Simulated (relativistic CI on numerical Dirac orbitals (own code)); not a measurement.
# Sensitivity of the levels of La²⁹⁺ to α and to the nuclear radius

Method of calculation: Dirac-Coulomb-Breit CI, separate exchange-only KLI orbitals for each configuration, derivatives by finite differences, unscaled Slater integrals, QED left out (own radial code, finite nucleus).

Configuration list (outside the closed core [Ne] 3s2): 3p⁶3d¹⁰, 3p⁶3d⁹4s, 3p⁶3d⁹4p, 3p⁶3d⁹4d, 3p⁶3d⁹4f, 3p⁵3d¹⁰4s, 3p⁶3d⁸4s², 3p⁵3d¹⁰4p. Levels of other configurations are missing.

With x = (α/α₀)² − 1 an excitation energy changes as ω = ω₀ + qx; K = 2q/ω₀ is the relative enhancement. Terms are leading LS components, so labels can repeat. The field-shift factor is F = δν/δ⟨r²⟩ for the transition from the lowest level.

Lowest level 3p⁶3d¹⁰ ¹S0.

```csv
Level,ω₀ (cm⁻¹),q (cm⁻¹),K,F (GHz/fm²)
3p⁶3d⁹4s ³D3,5726953,-418900,-0.146,366
3p⁶3d⁹4s ¹D2,5736950,-417700,-0.146,365
3p⁶3d⁹4s ³D1,5870953,-275000,-0.0937,368
3p⁶3d⁹4s ³D2,5878217,-275200,-0.0936,367
3p⁶3d⁹4p ³P°2,6205511,-372300,-0.12,41.1
3p⁶3d⁹4p ³F°3,6214778,-375100,-0.121,40.5
3p⁶3d⁹4p ³F°2,6352046,-230500,-0.0726,42
3p⁶3d⁹4p ³D°1,6366613,-223200,-0.0701,41.7
3p⁶3d⁹4p ³F°4,6410640,-145600,-0.0454,30.8
3p⁶3d⁹4p ¹D°2,6422520,-149200,-0.0465,31.6
3p⁶3d⁹4p ¹P°1,6427743,-148100,-0.0461,32.4
3p⁶3d⁹4p ³D°3,6437615,-145100,-0.0451,30.9
3p⁶3d⁹4p ³P°0,6534178,-483.2,-0.000148,33.2
```

At this charge energies of transitions that change n are usually good to better than 1 %, and those within a shell (Δn = 0) to a few per cent.
